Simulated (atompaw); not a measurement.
# PBEsol PAW (atompaw) dataset for europium, scalar-relativistic all-electron reference.

```json
{
 "Element": "Eu (Z = 63)",
 "Generator": "atompaw 4.2.0.5",
 "Type": "PAW",
 "Functional": "PBEsol",
 "Relativity": "scalar-relativistic",
 "Frozen core": "[Kr] 4d10",
 "Valence charge": "17",
 "Reference configuration": "4f7 5s2 5p6 5d0 6s2 6p0",
 "Partial waves": "5s (bound): rc 2.30 bohr; 6s (bound): rc 3.00 bohr; 5p (bound): rc 2.50 bohr; 6p (bound, empty): rc 3.00 bohr; 5d (bound, empty): rc 3.00 bohr; 5d channel at 0.6 Ry: rc 3.00 bohr; 4f (bound): rc 0.85 bohr; 4f channel at 0.6 Ry: rc 0.85 bohr",
 "Local potential": "bessel scheme, radius 2.20 bohr",
 "Core correction": "smooth core density matched at 2.65 bohr",
 "Augmentation charge": "sinc compensation charge, radius 2.90 bohr; PAW radius 3.00 bohr; waves and projectors: custom rrkj gramschmidtortho"
}
```

All-electron outer shells of the reference configuration (PBEsol, scalar-relativistic, ld1.x):

```tsv
shell	level (eV)	outermost node (bohr)	outermost maximum (bohr)
4p	-258.03	0.30	0.55
4d	-134.71	0.27	0.57
5s	-44.70	0.67	1.23
5p	-23.79	0.72	1.41
6s	-3.64	1.67	3.60
4f	-2.76	–	0.60
5d	-1.57	0.82	2.16
6p	-1.18	2.02	4.86
```

(1) Estimate the cutoffs (Ry, on a coarse ladder) from which the occupation-weighted sum of valence levels, in a spherical-Bessel basis at the reference potential, stays within 10 and 1 mRy of its value at 400 Ry.

(2) What does a ghost test show?

(3) Is the overlap operator S = 1 + Σ q|β⟩⟨β| positive definite (Bessel basis up to 400 Ry)?

(4) Which valence shell sets the plane-wave cutoff?

## Answers

(1) 260 Ry and over 300 Ry.

(2) No extra level below or beside the all-electron valence levels (s, p, d, f tested).

(3) Yes: its lowest eigenvalue is 0.09 (p channel).

(4) 4f: its level needs 300 Ry to come within 1 mRy, against 15 Ry for 5p.
